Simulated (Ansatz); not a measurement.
C3H7N, SMILES `C1CNC1` (charge 0, multiplicity 1).

Calculation: r2SCAN0/cc-pVTZ // PBE0-D3(BJ)/def2-TZVP (Ansatz, a program for electronic structure).

Ansatz 0.2 input:
```yaml
crystal:
  periodic: [false, false, false]
  atoms:
    - { symbol: C, position_ang: [-0.565708, 0.798739, 0.007352] }
    - { symbol: C, position_ang: [-0.766135, -0.72454, 0.02776] }
    - { symbol: N, position_ang: [0.599213, -0.874736, -0.500735] }
    - { symbol: C, position_ang: [0.937099, 0.482423, -0.042485] }
    - { symbol: H, position_ang: [-0.935938, 1.370627, 0.856634] }
    - { symbol: H, position_ang: [-0.921796, 1.247269, -0.920013] }
    - { symbol: H, position_ang: [-0.893799, -1.102684, 1.051273] }
    - { symbol: H, position_ang: [-1.551619, -1.146911, -0.604148] }
    - { symbol: H, position_ang: [1.147329, -1.62491, -0.100189] }
    - { symbol: H, position_ang: [1.559629, 1.057815, -0.732463] }
    - { symbol: H, position_ang: [1.391725, 0.516908, 0.957013] }
basis:
  gaussian: { orbitals: cc-pVTZ }
hamiltonian:
  xc: r2scan0
```

Output:

```
Functional definition: r2SCAN0
1117 factors; their error is unknown
mean field evaluation 1: about -4705.6529 eV, gradient 5.5e1 eV
mean field evaluation 2: about -4702.4288 eV, gradient 6.7e1 eV
mean field evaluation 4: about -4712.3754 eV, gradient 2.4e0 eV
mean field evaluation 8: about -4712.3713 eV, gradient 4.6e-2 eV
mean field evaluation 16: about -4712.3713 eV, gradient 4.3e-5 eV
mean field -4712.37133150 eV, -173.1764522726 hartree, gradient 4.3e-5 eV, S^2 0.000000; 0 other end points of the search recorded, 0 dependent functions left out
reference -4712.37134018 eV, -173.1764525918 hartree; 16, 16 occupied and 202, 202 virtual orbitals, 1117 factors
Total energy: -4712.37134018 eV, -173.1764525918 hartree
```
